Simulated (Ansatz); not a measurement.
closo-2-NB4 (H on N) (B₄NH₅). Charge 0, multiplicity 1. Geometry r2SCAN-D4/def2-SVP.

```tsv
atom	x (Å)	y (Å)	z (Å)
B1	0.415	-0.695	-0.759
B2	-1.218	-0.282	-0.299
B3	1.233	0.184	0.312
B4	-0.215	-0.577	0.923
N5	-0.123	0.776	-0.100
H6	-0.281	1.779	-0.230
H7	0.521	-1.090	-1.881
H8	-2.269	-0.156	-0.847
H9	2.174	0.754	0.770
H10	-0.238	-0.694	2.112
```

B3LYP takes the VWN-RPA correlation. Another isomer (singlet) lies 2.15 eV lower at PBE0-D4/def2-TZVP; other spin states weren't run for this one.

(1) Estimate the orbital energies around the gap (eV) in Ansatz with HF/def2-TZVP, PBE-D4/def2-TZVP, B3LYP-D4/def2-TZVP, PBE0-D4/def2-SVP, PBE0-D4/def2-TZVP.

## Answers

(1) 
```csv
orbital,HF/def2-TZVP,PBE-D4/def2-TZVP,B3LYP-D4/def2-TZVP,PBE0-D4/def2-SVP,PBE0-D4/def2-TZVP
HOMO−13,-206.87,-177.32,-183.88,-185.12,-184.83
HOMO−12,-206.81,-176.97,-183.60,-184.88,-184.55
HOMO−11,-206.80,-176.97,-183.60,-184.88,-184.55
HOMO−10,-34.59,-24.40,-26.50,-27.08,-27.22
HOMO−9,-24.03,-16.96,-18.48,-18.99,-18.99
HOMO−8,-20.94,-14.06,-15.56,-16.01,-16.03
HOMO−7,-18.40,-12.44,-13.75,-14.15,-14.19
HOMO−6,-16.84,-11.12,-12.44,-12.68,-12.77
HOMO−5,-15.30,-9.82,-11.12,-11.30,-11.40
HOMO−4,-14.43,-9.23,-10.47,-10.68,-10.71
HOMO−3,-13.60,-9.00,-10.11,-10.37,-10.38
HOMO−2,-12.78,-8.46,-9.50,-9.73,-9.74
HOMO−1,-11.51,-7.37,-8.38,-8.61,-8.61
HOMO,-8.58,-5.74,-6.48,-6.68,-6.69
LUMO,2.39,-1.77,-1.04,-0.75,-0.85
LUMO+1,2.64,-1.49,-0.78,-0.25,-0.52
LUMO+2,3.03,-0.21,0.39,1.20,0.64
LUMO+3,3.41,0.52,1.11,1.99,1.36
LUMO+4,3.71,0.95,1.35,2.97,1.60
LUMO+5,3.92,1.26,1.73,3.39,1.99
```
